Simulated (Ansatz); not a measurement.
The pair A = SiH4 (SMILES [SiH4]) (first 5 atoms), B = CH5N (SMILES CN); geometry from B3LYP-D3(BJ)/def2-TZVP.
(charge 0, multiplicity 1):
```xyz
12

Si    -0.0222    -0.1248    -0.0686
H      0.0412     1.2243     0.5359
H      0.2831    -0.0328    -1.5142
H     -1.3812    -0.6841     0.1101
H      0.9669    -1.0072     0.5893
C      0.6971     0.2693     3.7671
N     -0.6189    -0.2846     3.4585
H      1.2462    -0.4378     4.3907
H      0.5733     1.1847     4.3477
H      1.3208     0.5049     2.8944
H     -0.5425    -1.1504     2.9395
H     -1.1677     0.3571     2.9000
```

Frozen-core correlation. MP2 and its Hartree–Fock in aug-cc-pV(T+d)Z are density fitted.

Programs: Ansatz (a quantum-chemistry and plane-wave program) with Gaussian orbitals. 

The counterpoise-corrected interaction energy is E(AB) − E(A in the pair's basis) − E(B in the pair's basis). Total energies (hartree):

```json
[
 {"level": "HF/aug-cc-pV(D+d)Z", "AB": "-386.4795239", "A in the pair's basis": "-291.2506720", "B in the pair's basis": "-95.2309159"},
 {"level": "MP2/aug-cc-pV(D+d)Z", "AB": "-386.9479071", "A in the pair's basis": "-291.3726904", "B in the pair's basis": "-95.5738547"},
 {"level": "HF/aug-cc-pV(T+d)Z", "AB": "-386.5174108", "A in the pair's basis": "-291.2639696", "B in the pair's basis": "-95.2555027"},
 {"level": "MP2/aug-cc-pV(T+d)Z", "AB": "-387.0788460", "A in the pair's basis": "-291.4097921", "B in the pair's basis": "-95.6671961"},
 {"level": "CCSD(T)/aug-cc-pV(D+d)Z", "AB": "-387.0228685", "A in the pair's basis": "-291.4074998", "B in the pair's basis": "-95.6138797"}
]
```

### Question
Work out the counterpoise-corrected interaction energy at the basis-set limit: extrapolate the MP2 correlation part as X⁻³, take Hartree–Fock from the larger set, and add the CCSD(T) − MP2 difference of aug-cc-pV(D+d)Z.

### Answer

1. Differences (1 hartree = 627.509 kcal/mol): HF/aug-cc-pV(D+d)Z 1.295; MP2/aug-cc-pV(D+d)Z -0.855; HF/aug-cc-pV(T+d)Z 1.294; MP2/aug-cc-pV(T+d)Z -1.166; CCSD(T)/aug-cc-pV(D+d)Z -0.934.
2. Correlation parts, MP2 less HF: -2.150 in aug-cc-pV(D+d)Z (X = 2), -2.459 in aug-cc-pV(T+d)Z (X = 3).
3. Limit (3³·(-2.459) − 2³·(-2.150))/(3³ − 2³) = -2.590; with HF/aug-cc-pV(T+d)Z it gives -1.296.
4. CCSD(T) less MP2 in aug-cc-pV(D+d)Z: -0.080.
Result: -1.38 kcal/mol, against -0.85 at MP2/aug-cc-pV(D+d)Z. It is an estimate of this method's limit, not of the exact value.
